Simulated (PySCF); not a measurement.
# C3H9ClO3Ti: core ionisation energies

Compound: TiCl(OMe)3, C3H9ClO3Ti (singlet state).
Geometry (PBE0-D3(BJ)/def2-SVP, Å), atoms numbered from 1 in this order:
```xyz
17
C3H9ClO3Ti angstrom
Ti     0.0141   -0.0332    0.9244
Cl     0.0361   -0.1182    3.1580
O      1.6382   -0.2956    0.3086
C      2.5923   -1.0850   -0.3150
H      3.3458   -1.4230    0.4166
H      3.1120   -0.5107   -1.1010
H      2.1335   -1.9757   -0.7794
O     -0.5674    1.5365    0.3903
C     -0.3853    2.7737   -0.2069
H     -0.5222    3.5801    0.5340
H     -1.1220    2.9240   -1.0148
H      0.6273    2.8666   -0.6378
O     -1.0486   -1.2814    0.2889
C     -2.2235   -1.6568   -0.3443
H     -2.8715   -2.2157    0.3524
H     -2.0046   -2.3101   -1.2064
H     -2.7827   -0.7762   -0.7074
```

Method: PySCF 2.14.0, delta-SCF UKS SCAN, pcX-2 on the ionised atom (unc-x2c-TZVPall on a metal), pcseg-1 elsewhere, spin-free X2C. Vertical ΔSCF values, vacuum level as zero.

Problem. List the computed XPS lines with their assignment.

Solution. 
| atom(s) | environment | level | binding energy (eV) | 2p1/2 (eV) | count |
| --- | --- | --- | --- | --- | --- |
| Cl2 | chlorine bonded to Ti | Cl 2p3/2 | 204.25 | 205.90 | 1 |
| C4/C9/C14 | carbon bonded to O and 3 H | C 1s | 292.39 | – | 3 |
| Ti1 | titanium bonded to Cl and 3 O | Ti 2p3/2 | 462.68 | 468.40 | 1 |
| O3/O8/O13 | oxygen bonded to C and Ti | O 1s | 537.48 | – | 3 |
| Cl2 | chlorine bonded to Ti | Cl 1s | 2826.85 | – | 1 |

Problem. Express the binding energy of C 1s of C4/C9/C14 in atomic units and per mole.

Solution. 292.39 eV = 10.7451 Eh = 28211 kJ/mol.

Topologically equivalent atoms share the value of their first member; where this conformer doesn't relate them by symmetry, their own values could differ. Spin–orbit coupling isn't in the SCF: each 2p doublet comes from a relaxed spin-free hole plus a matrix of the shell (mean-field spin–orbit coupling and the ground-state 2p splitting), with 2p3/2 averaged over its two sublevels. 2p1/2 minus 2p3/2 (ligand field included): Ti 5.72 eV, Cl 1.65 eV. Satellites of the metal's 2p lines aren't described. Isolated species at its PBE0-D3(BJ)/def2-SVP geometry, gas phase. Metal 2p energies of this one-determinant scheme are less reliable than its 1s energies.
